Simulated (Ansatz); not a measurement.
`F[SiH](Cl)[GeH2][Cl]` at its PBE0-D4/def2-TZVP geometry, where that method's forces vanish. The species carries charge 0 and has multiplicity 1.

```xyz
8

F     1.6334   -0.3983   -1.5182
Si    1.1681   -0.2400   -0.0042
Cl    1.5220   -2.0045    0.9661
Ge   -1.1740    0.1942    0.0531
Cl   -1.4349    2.1615   -0.8070
H     1.9936    0.8144    0.6218
H    -1.7183    0.2596    1.4870
H    -1.9899   -0.7868   -0.7987
```

(1) What forces (eV/Å) does B3LYP-D4/def2-TZVPP give on these atoms in Ansatz? (An estimate is asked.)

Answers

(1) The calculation gave: 
```
F1   0.059 -0.012 -0.206
Si2  0.047  0.237  0.138
Cl3  0.048 -0.207  0.115
Ge4 -0.029 -0.244  0.113
Cl5 -0.048  0.300 -0.131
H6  -0.050 -0.054 -0.040
H7  -0.014 -0.008  0.010
H8  -0.014 -0.011  0.002
```

B3LYP here is the variant with VWN-RPA as its local correlation; programs differ in this.
